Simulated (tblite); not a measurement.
Problem. What does the GFN2-xTB structure of InChI=1S/C8H10OSi/c1-2-7-10-8-5-3-4-6-9/h6H,2,7,10H2,1H3 look like in three dimensions?

Solution. 
```xyz
20
C8H10OSi angstrom
C     -2.9784    1.2636   -1.1701
C     -2.0194    0.6828   -0.1374
C     -2.0799   -0.8432   -0.1011
Si    -0.8807   -1.6125    1.1601
C      0.8204   -1.0406    0.7020
C      1.9239   -0.6341    0.3940
C      3.1520   -0.1775    0.0633
C      4.2613    0.2277   -0.2250
C      5.5579    0.6989   -0.5550
O      5.8462    1.8327   -0.8416
H     -2.9192    2.3498   -1.1814
H     -2.7323    0.8979   -2.1651
H     -4.0045    0.9779   -0.9447
H     -2.2673    1.0822    0.8488
H     -1.0009    1.0011   -0.3725
H     -1.8603   -1.2283   -1.0996
H     -3.1019   -1.1527    0.1289
H     -1.1401   -1.1288    2.5207
H     -0.9014   -3.0771    1.0861
H      6.3197   -0.1091   -0.5232
```

Any rigid rotation of these coordinates is as good. Atoms count from 1 in this order. Si4 (SiH2 silicon) is tetrahedral (angles from 106.9° to 111.9°). The C–C distances run from 1.216 Å (C5≡C6, drawn triple) to 1.528 Å (C2–C3, drawn single), a spread of 0.312 Å. The 2 C–Si bonds span 1.852 Å (Si4–C5, drawn single) to 1.903 Å (C3–Si4, drawn single), a spread of 0.051 Å. Of the pairs four or more bonds apart, C5···H15 is among the closest relative to their van der Waals radii: 2.94 Å, 101 % of the sum of Bondi's values.

Bonds between heavy atoms (Å): C1–C2 1.524, C2–C3 1.528, C3–Si4 1.903, Si4–C5 1.852, C5≡C6 1.216, C6–C7 1.351, C7≡C8 1.216, C8–C9 1.418, C9=O10 1.204.

Computed geometry: GFN2-xTB, gas phase.

Point group: C1 (no symmetry element, even within 0.4 Å). Its GFN2-xTB frequencies are all real (lowest 18 cm⁻¹). The numbers are those of one conformer (C1–C2–C3–Si4 179°, C2–C3–Si4–C5 -58°).
